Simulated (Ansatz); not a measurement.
`C/C=[CH]/[AlH2]` and `C/C=C/CF` differ in one atom or group.

Ansatz, PBE0-D4/def2-TZVP geometries, multiplicity 1. Each molecule was computed in one conformer, which needn't be the lowest.

```tsv
property	`C/C=[CH]/[AlH2]`
LUMO energy (ωB97M-V/def2-TZVPP) / eV	0.21
LUMO energy (B3LYP/def2-TZVPP) / eV	-1.68
HOMO–LUMO gap (ωB97M-V/def2-TZVPP) / eV	10.07
HOMO energy (ωB97M-V/def2-TZVPP) / eV	-9.86
size of the dipole moment (B3LYP/def2-TZVPP) / D	1.55
HOMO energy (PBE0/def2-TZVPP) / eV	-7.66
```

Problem. Give the same properties after the change, and the shifts. (Best estimate.)

Solution. The calculation gave: 
| property | `C/C=C/CF` | shift |
| --- | --- | --- |
| LUMO energy (ωB97M-V/def2-TZVPP) / eV | 2.60 | 2.39 |
| LUMO energy (B3LYP/def2-TZVPP) / eV | 0.24 | 1.92 |
| HOMO–LUMO gap (ωB97M-V/def2-TZVPP) / eV | 12.02 | 1.95 |
| HOMO energy (ωB97M-V/def2-TZVPP) / eV | -9.43 | 0.43 |
| size of the dipole moment (B3LYP/def2-TZVPP) / D | 1.65 | 0.10 |
| HOMO energy (PBE0/def2-TZVPP) / eV | -7.19 | 0.47 |

With PBE0 the HOMO rises by 0.47 eV and the LUMO rises by 1.96 eV, so the gap widens by about 1.49 eV. PBE moves the HOMO by 0.55 eV and ωB97M-V by 0.43 eV. The zero-point energy changes by 47.8 kJ/mol with +3 modes. Dipoles are sizes alone; their direction can turn.

B3LYP here is the variant with VWN-RPA as its local correlation; programs differ in this.
